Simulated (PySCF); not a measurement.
A geometry optimisation, step by step.

Species: C₅H₁₀FOPSi.
SMILES with atom numbers: `[CH3:1][C:2](=[O:3])[P:4]1[CH2:5][C@H:6]([F:7])[C@H:8]1[SiH3:9]` (hydrogens: H10, H11, H12 on C1; H13, H14 on C5; H15 on C6; H16 on C8; H17, H18, H19 on Si9)

Computed by this run: PySCF, PBE0-D3(BJ)/def2-SVP geometry optimisation, gas phase; density fitting, grid level 1; the optimiser is geomeTRIC in internal coordinates, started from a GFN2-xTB structure with every atom displaced at random (about 0.01 Å). 5 of its 8 geometries are shown. The frame can shift and turn from step to step; on so coarse a grid that alone can change the energy by a few meV, and forces under 0.02 eV/Å are noise.

Step 0: E = -27247.0653 eV, largest atomic force 2.186 eV/Å
```
atom  x, y, z in Å  |  force x, y, z in eV/Å
C1      2.564    0.992   -0.534   -1.308   1.625   0.652
C2      1.074    0.955   -0.223    0.906  -0.029   0.000
O3      0.563    1.469    0.744    0.408   0.202   0.138
P4      0.050    0.137   -1.520   -0.774  -0.287  -0.128
C5      0.345   -1.633   -0.958   -0.374   0.412   0.518
C6     -0.660   -1.448    0.188    0.144  -0.694  -0.563
F7     -1.443   -2.561    0.389   -0.152   0.115  -0.078
C8     -1.384   -0.229   -0.366   -0.352   0.638   0.527
Si9    -1.999    1.107    0.899    0.092  -0.893  -1.341
H10     2.915    0.020   -0.762    0.617  -1.379  -0.368
H11     2.661    1.629   -1.421    0.199   0.014  -0.213
H12     3.112    1.450    0.293    0.128  -0.035   0.156
H13    -0.063   -2.311   -1.706   -0.041  -0.268  -0.258
H14     1.347   -1.909   -0.669    0.713  -0.390   0.020
H15    -0.176   -1.265    1.153    0.297   0.302   0.129
H16    -2.238   -0.569   -0.964   -0.150  -0.043  -0.170
H17    -3.447    0.877    0.967   -0.685  -0.032   0.162
H18    -1.443    0.870    2.208    0.306  -0.034   0.905
H19    -1.808    2.425    0.318    0.027   0.777  -0.088
```

Step 2: E = -27247.3082 eV, largest atomic force 0.122 eV/Å
```
atom  x, y, z in Å  |  force x, y, z in eV/Å
C1      2.617    1.032   -0.532    0.040  -0.095  -0.066
C2      1.152    0.981   -0.201    0.046   0.019   0.027
O3      0.693    1.511    0.783   -0.081  -0.008  -0.011
P4      0.041    0.145   -1.478    0.018   0.025   0.058
C5      0.352   -1.639   -0.946    0.036  -0.011   0.011
C6     -0.647   -1.458    0.192   -0.064  -0.022  -0.031
F7     -1.440   -2.552    0.422    0.022   0.007   0.033
C8     -1.404   -0.235   -0.348   -0.012   0.000   0.025
Si9    -2.141    1.050    0.846    0.035   0.014   0.023
H10     3.000    0.026   -0.772   -0.003   0.042   0.007
H11     2.762    1.650   -1.433    0.002   0.010   0.004
H12     3.178    1.462    0.308   -0.012   0.004   0.001
H13    -0.049   -2.314   -1.717   -0.008   0.021  -0.007
H14     1.372   -1.955   -0.682    0.000  -0.022  -0.017
H15    -0.132   -1.215    1.138    0.023   0.024  -0.021
H16    -2.211   -0.597   -1.008    0.018   0.002  -0.024
H17    -3.617    0.801    0.909   -0.012  -0.007   0.001
H18    -1.593    0.886    2.222   -0.021  -0.004   0.002
H19    -1.947    2.441    0.346   -0.026  -0.001  -0.013
```

Step 4: E = -27247.3123 eV, largest atomic force 0.114 eV/Å
```
atom  x, y, z in Å  |  force x, y, z in eV/Å
C1      2.623    1.017   -0.526   -0.041   0.102   0.029
C2      1.155    0.985   -0.196    0.048  -0.002   0.000
O3      0.694    1.523    0.783   -0.028   0.012  -0.005
P4      0.040    0.162   -1.473    0.013   0.010  -0.006
C5      0.355   -1.627   -0.962   -0.001   0.022   0.034
C6     -0.625   -1.444    0.194   -0.005  -0.066  -0.058
F7     -1.398   -2.543    0.460    0.004   0.014   0.022
C8     -1.399   -0.232   -0.342    0.010  -0.001   0.035
Si9    -2.163    1.039    0.849   -0.062  -0.011  -0.018
H10     2.997    0.012   -0.766    0.025  -0.090  -0.023
H11     2.777    1.638   -1.424   -0.005  -0.003   0.017
H12     3.185    1.441    0.316   -0.006  -0.001  -0.009
H13    -0.064   -2.292   -1.733   -0.026   0.008  -0.015
H14     1.376   -1.952   -0.721    0.012  -0.018   0.003
H15    -0.088   -1.182    1.122    0.016   0.022   0.001
H16    -2.198   -0.603   -1.008    0.001   0.000  -0.015
H17    -3.633    0.748    0.904    0.001   0.004   0.010
H18    -1.631    0.896    2.232    0.028   0.004  -0.004
H19    -2.017    2.433    0.338    0.018  -0.008   0.004
```

Step 5: E = -27247.3144 eV, largest atomic force 0.071 eV/Å
```
atom  x, y, z in Å  |  force x, y, z in eV/Å
C1      2.617    1.022   -0.510   -0.009  -0.005  -0.009
C2      1.146    0.992   -0.198    0.062   0.021   0.027
O3      0.678    1.542    0.771   -0.055   0.004  -0.001
P4      0.038    0.164   -1.477    0.004  -0.002   0.003
C5      0.354   -1.628   -0.977    0.011   0.007   0.016
C6     -0.611   -1.445    0.190    0.000  -0.019  -0.008
F7     -1.376   -2.543    0.479    0.005   0.000   0.003
C8     -1.397   -0.238   -0.343   -0.010  -0.014   0.016
Si9    -2.167    1.030    0.848   -0.038  -0.010  -0.004
H10     2.994    0.014   -0.741    0.008  -0.005  -0.010
H11     2.780    1.641   -1.407    0.007   0.000  -0.012
H12     3.169    1.451    0.336   -0.006  -0.004   0.002
H13    -0.078   -2.286   -1.746   -0.010   0.017  -0.009
H14     1.377   -1.961   -0.749   -0.011  -0.008  -0.005
H15    -0.060   -1.171    1.106    0.000   0.015   0.001
H16    -2.194   -0.615   -1.007    0.006   0.002  -0.010
H17    -3.634    0.730    0.920    0.014  -0.004   0.001
H18    -1.617    0.899    2.226    0.014   0.005  -0.003
H19    -2.033    2.421    0.326    0.008   0.001   0.003
```

Step 7: E = -27247.3161 eV, largest atomic force under 0.02 eV/Å
```
atom  x, y, z in Å  |  force x, y, z in eV/Å
C1      2.612    1.029   -0.492    0.004  -0.011  -0.003
C2      1.138    1.011   -0.195   -0.011   0.005   0.005
O3      0.657    1.579    0.758    0.004  -0.002  -0.003
P4      0.036    0.177   -1.476    0.001  -0.006   0.002
C5      0.360   -1.619   -0.995    0.007   0.004   0.001
C6     -0.587   -1.442    0.185    0.007   0.010   0.008
F7     -1.332   -2.547    0.501   -0.002  -0.006  -0.006
C8     -1.394   -0.248   -0.342   -0.005  -0.002  -0.005
Si9    -2.184    1.006    0.849    0.000  -0.003   0.001
H10     2.985    0.017   -0.712   -0.003   0.014   0.001
H11     2.789    1.640   -1.392    0.001   0.000  -0.003
H12     3.158    1.462    0.357    0.000  -0.001   0.002
H13    -0.090   -2.262   -1.767    0.001   0.001   0.001
H14     1.384   -1.961   -0.789   -0.003  -0.001  -0.003
H15    -0.023   -1.150    1.088   -0.005  -0.004   0.002
H16    -2.183   -0.635   -1.011    0.001   0.004  -0.002
H17    -3.643    0.671    0.939    0.002  -0.006   0.001
H18    -1.613    0.897    2.221    0.002   0.004  -0.001
H19    -2.085    2.396    0.318   -0.002   0.001   0.002
```

**Question.** Summarise the path.

**Answer.** The energy falls by 5.78 kcal/mol from step 0 to step 7; nine tenths of that is first reached at step 1. It falls at every step. The largest force goes from 2.186 to under 0.02 eV/Å. Among the bonds Si9–H18 changes most, from 1.442 to 1.490 Å; the atoms move by 0.133 Å rms after alignment.

What follows is the cost of the whole optimisation. Hardware: one thread of an Arm Neoverse V2, shared host. Cost: 2.1 min of wall time, 0.80 GiB resident at most.
